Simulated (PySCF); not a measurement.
# CH6AlO3PSi

The system: CH6AlO3PSi, a carbene (divalent C1, bonded to 1 O + 1 P); neutral, singlet. The structure, one conformer, was relaxed in the gas phase by PBE0-D3(BJ)/def2-SVP. No frequency run checks that it is a minimum.

The lowest triplet lies only 1.14 eV up at this geometry (Tamm-Dancoff CAM-B3LYP/def2-SVPD). Shieldings at and next to the centre that carries it rest on this small gap and are unreliable.

SMILES: [OH][Al]([OH])[O][C]P[SiH3]

```
atom   x (Å)   y (Å)   z (Å)
  C1  -0.617  -0.960   2.001
  O2  -0.048  -1.554   1.042
 Al3   0.229  -1.155  -0.695
  O4  -1.237  -0.619  -1.353
  O5   1.465  -1.952  -1.523
  P6  -1.391   0.780   1.609
 Si7   0.059   1.671   0.175
  H8  -1.471  -0.436  -2.263
  H9   2.217  -2.424  -1.166
 H10  -0.841   1.365   2.783
 H11   0.984   0.477  -0.253
 H12  -0.410   2.206  -1.129
 H13   1.074   2.583   0.780
```

Shieldings: GIAO PBE0/pcSseg-1. Shifts are against computed references at the same level: C TMS (σ 184.4 ppm), H TMS (σ 31.27 ppm), Si TMS (σ 352.0 ppm). Core levels by delta-SCF with SCAN, pcX-2 on the ionised atom and pcseg-1 elsewhere, spin-free X2C (2p3/2 is the spin-free 2p value less a third of a first-order spin-orbit splitting); from the vacuum level, for chosen atoms.

Problem. Give the shieldings and core levels atom by atom.

Solution. 
| atoms | bonded to | σ (ppm) | δ (ppm) | core level (eV) |
| --- | --- | --- | --- | --- |
| C1 | 1 O + 1 P | -336.0 | 520.4 | - |
| O2 | 1 Al + 1 C | -268.3 | - | 1s 539.01 |
| Al3 | 3 O | 495.0 | - | 2p3/2 81.04 |
| O4 | 1 Al + 1 H | 311.0 | - | 1s 538.29 |
| O5 | 1 Al + 1 H | 311.9 | - | - |
| P6 | 1 C + 1 Si + 1 H | 407.6 | - | 2p3/2 135.85 |
| Si7 | 1 P + 3 H | 435.1 | -83.1 | - |
| H8 | 1 O | 30.10 | 1.17 | - |
| H9 | 1 O | 28.78 | 2.49 | - |
| H10 | 1 P | 25.53 | 5.73 | - |
| H11 H12 H13 | 1 Si | 27.68 | 3.59 | - |

Values are those of this one static structure, with the three H of a rotating XH3 group averaged; atoms that internal rotation interchanges would show their mean in an NMR spectrum.

Core levels of C1 are left out, their hole states being strongly spin-contaminated.

Problem. Which of O2, O4 holds its core electrons tightest, and by how much against the loosest?

Solution. O2 (bonded to 1 Al + 1 C), by 0.71 eV over O4 (bonded to 1 Al + 1 H).

Problem. By CAM-B3LYP/def2-SVPD (TDDFT singlets, Tamm-Dancoff triplets, ionisation by delta-SCF), where does absorption start, and what does vertical ionisation take?

Solution. The lowest singlet lies at 2.22 eV (f 0.001), the strongest of the first 6 at 4.00 eV (f 0.057), the lowest triplet at 1.14 eV; vertical ionisation takes 7.40 eV.
